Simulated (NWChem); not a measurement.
Species: C3H8Si; SMILES [SiH3]C1CC1

All runs: NWChem. Coordinates come from a PBE0/def2-SVP optimisation. B3LYP is NWChem's, with the RPA form of VWN correlation. Total energies of different functionals are on different scales.

```csv
level,energy (Ha),highest occupied level (eV),orbital gap (eV),dipole (D)
PBE/def2-TZVP,-408.3143,-7.05,7.09,0.99
B3LYP/def2-TZVP,-408.6669,-8.07,8.70,0.95
CAM-B3LYP/def2-TZVP,-408.5712,…,…,0.91
PBE0/def2-TZVP,-408.3676,-8.30,9.16,0.96
"LDA (Slater exchange, VWN5)/def2-TZVP",-406.3445,-7.19,7.00,0.97
```

Some entries are withheld; supply them.


- CAM-B3LYP/def2-TZVP, highest occupied level (eV): -9.67
- CAM-B3LYP/def2-TZVP, orbital gap (eV): 11.43
